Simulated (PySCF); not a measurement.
Input for PySCF: R-MP2/6-31G* on C2H6 (SMILES CC) with ghost functions, monomers drawn apart or pushed together.

```python
from pyscf import gto, scf, dft, mp
from pyscf.data.elements import chemcore

mol = gto.M(
    atom='''
    C    -0.32389045    0.76152648    0.02995093
    C     0.17250439   -0.68025569   -0.03513193
    H    -1.38508647    0.82556823   -0.22077932
    H     0.21784977    1.39717296   -0.67362249
    H    -0.18876006    1.17461843    1.03010020
    H    -0.37524208   -1.31987335    0.66023688
    H     1.23129391   -0.74609672    0.22391188
    H     0.05062839   -1.10329221   -1.03455325
    ghost-C    1.21007985   -0.33870711    4.73110428
    ghost-O    0.13508545    0.55632408    4.55074731
    ghost-C   -1.11919494   -0.05964155    4.73822204
    ghost-H    1.15762979   -1.17500418    4.02250871
    ghost-H    1.22469281   -0.74569656    5.75084491
    ghost-H    2.12981962    0.21761645    4.55680309
    ghost-H   -1.27194311   -0.88235911    4.02768224
    ghost-H   -1.88309586    0.69838607    4.57263438
    ghost-H   -1.22187559   -0.45666028    5.75675235
    ''',
    basis='6-31g*',
    cart=True,
    charge=0, spin=0, verbose=3, max_memory=1800)
mf = scf.RHF(mol)
mf.conv_tol = 1e-8
mf.max_cycle = 100
mf.kernel()
if not mf.converged:
    mf = mf.newton().run(mf.mo_coeff, mf.mo_occ)
pt = mp.MP2(mf, frozen=chemcore(mol)).run()
```

**Question.** Give the final energy of this run.

**Answer.** -79.4948 hartree.
